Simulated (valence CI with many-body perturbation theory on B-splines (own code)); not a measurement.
# Basis-set convergence for Nb27+

Calculated by configuration interaction combined with many-body perturbation theory (CI+MBPT): four valence electrons over a frozen Dirac-Fock core [Ne], radial functions for each j: 9 s, 9 p, 8 d, 6 f, 3 g, 1 h, with the one-electron correlation potential Σ1, the two-electron term Σ2, the three-electron term Σ3, Breit, model QED; selected CI, second order for the rest, scaled by the run's own slope (own B-spline code, finite nucleus).

No measured spectrum was set against this ion. As an estimate, large intervals hold to a few tenths of a per cent, small ones and those within an open d or f shell to about a per cent.

The reference run has the lowest level (3s^2 3p1/2^2) J=0 and an ionisation energy of 1437.71 eV. Its largest variational space holds 20047 state functions.

Levels are named by their leading jj configuration (3d3/2^4 stands for four electrons in 3d with j = 3/2), which in mixed levels can hold well under half, so a name can repeat and another be missing. Letters in brackets count levels of one name in rising energy.

Changed runs:
A. basis 6 s, 6 p, 5 d, 3 f, 1 g
B. basis 5 s, 5 p, 4 d, 2 f

Excitation energies of the reference run in cm⁻¹, and shifts in cm⁻¹:

```
                     Level  Reference       A      B
    (3s^2 3p1/2 3p3/2) J=1     141830     -58   -165
    (3s^2 3p1/2 3p3/2) J=2     175693     +23   +118
        (3s^2 3p3/2^2) J=2     343512     +13    +96
        (3s^2 3p3/2^2) J=0     424840    +132   +420
    (3s 3p1/2^2 3p3/2) J=2     655274    -191   -588
    (3s 3p1/2^2 3p3/2) J=1     774027    +1.4    +31
    (3s 3p1/2 3p3/2^2) J=2     813019     -83   -236
    (3s 3p1/2 3p3/2^2) J=3     861029     -45   -108
(3s^2 3p1/2 3d3/2) J=2 [a]     925718     +57    +67
    (3s 3p1/2 3p3/2^2) J=0     935957     +34   +155
(3s 3p1/2 3p3/2^2) J=1 [a]     953532     +18    +95
(3s^2 3p1/2 3d3/2) J=2 [b]    1008860    +170   +479
    Ionisation energy (eV)    1437.71  -0.027  -0.08
```
